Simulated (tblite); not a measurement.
Here is a computed GFN2-xTB geometry (Å):
```
atom  x, y, z in Å
C1    -2.3988    0.7733    0.2079
C2    -1.2439    0.0766    0.4026
C3    -0.9355   -1.0047    1.2712
N4     0.3374   -1.3843    1.1319
C5     0.8515   -0.5920    0.2125
O6     2.1366   -0.6968   -0.1823
C7     2.6612    0.1024   -1.1089
O8     2.1046    0.9871   -1.7014
N9    -0.0479    0.3071   -0.2647
H10   -2.4543    1.5756   -0.5035
H11   -3.2783    0.5271    0.7691
H12   -1.5861   -1.4943    1.9658
H13    3.7128   -0.1814   -1.2515
H14    0.1400    1.0037   -0.9709
```

Doublet state.

Task: Which heavy atoms are bonded, and with what formal order?

Result: C1–C2 1.36 Å (single); C2–C3 1.42 Å (aromatic); C3–N4 1.34 Å (aromatic); N4–C5 1.32 Å (aromatic); C5–O6 1.35 Å (single); O6–C7 1.33 Å (single); C7–O8 1.20 Å (double); C5–N9 1.36 Å (aromatic); C2–N9 1.39 Å (aromatic). Bonds to hydrogen (Å): C1–H10 1.07; C1–H11 1.07; C3–H12 1.07; C7–H13 1.10; N9–H14 1.01. The orders are those of one drawing; other resonance forms can be drawn.

Task: Write the SMILES.

Result: `[CH2]c1cnc(OC=O)[nH]1`, C5H5N2O2.

Task: Name the point group.

Result: Cs (every atom within 0.08 Å of its image).

Task: Which rings does it hold (smallest set)?

Result: C2–C3–N4–C5–N9 (5 members, 0.00 Å rms from planarity).

Task: Describe the place of each heavy atom.

Result: C1: carbon bonded to C and 2 H; C2: carbon bonded to 2 C and N; C3: carbon bonded to C, N and H; N4: nitrogen bonded to 2 C; C5: carbon bonded to 2 N and O; O6: oxygen bonded to 2 C; C7: carbon bonded to 2 O and H; O8: oxygen bonded to C; N9: nitrogen bonded to 2 C and H.

Task: What is the arrangement about C2?

Result: It has 3 neighbours (C1, C3, N9) and is planar (angles 131.3°, 125.2° and 103.5°, sum 360.0°, 0.00 Å off the plane of its three neighbours).

Task: What is the arrangement about C1?

Result: It has 3 neighbours (C2, H10, H11) and is planar (angles 121.4°, 120.2° and 118.4°, sum 360.0°, 0.00 Å off the plane of its three neighbours).
